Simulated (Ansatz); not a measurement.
Stepwise reaction of `CBS[SiH2]C` with hydrogen, as a gas-phase model of exchange steps in deposition or etching. ΔE in kJ/mol; ΔG adds harmonic PBE0-D4 terms to CCSD(T)/CBS, at 1 bar.

Program: Ansatz. Geometries: PBE0-D4/def2-TZVP. ΔE: electronic, gas phase. CCSD(T)/CBS adds triple-zeta CCSD(T) − MP2 to the extrapolated MP2 energy (def2 sets, frozen cores). This one scheme is used for every species. DFT in def2-TZVPP. B3LYP here is the variant with VWN-RPA as its local correlation; programs differ in this. Each species was taken in one conformer, which may not be the lowest.

| step | reaction | PBE-D4 | B3LYP-D4 | ωB97M-V | CCSD(T)/CBS | ΔG(400 K) |
| --- | --- | --- | --- | --- | --- | --- |
| 1 | `CBS[SiH2]C` + H₂ → `BS[SiH2]C` + CH₄ | -12.3 | -19.1 | -16.9 | -17.0 | -11.6 |
| 2 | `BS[SiH2]C` + H₂ → `BS[SiH3]` + CH₄ | -18.7 | -23.9 | -20.8 | -20.5 | -15.5 |

Q: By hand: ΔE of the 2 steps together at CCSD(T)/CBS.

A: (-17.0) + (-20.5) = -37.5 kJ/mol, or -18.8 kJ/mol a step.

In ΔE the steps differ by no more than 3.5 kJ/mol. All are downhill at CCSD(T)/CBS. ΔG lies between -15.5 and -11.6 kJ/mol a step. PBE-D4 differs from CCSD(T)/CBS by 1.8 to 4.7 kJ/mol a step. Isolated molecules leave out the surface, adducts and barriers. Largest T1 diagnostic: 0.014.
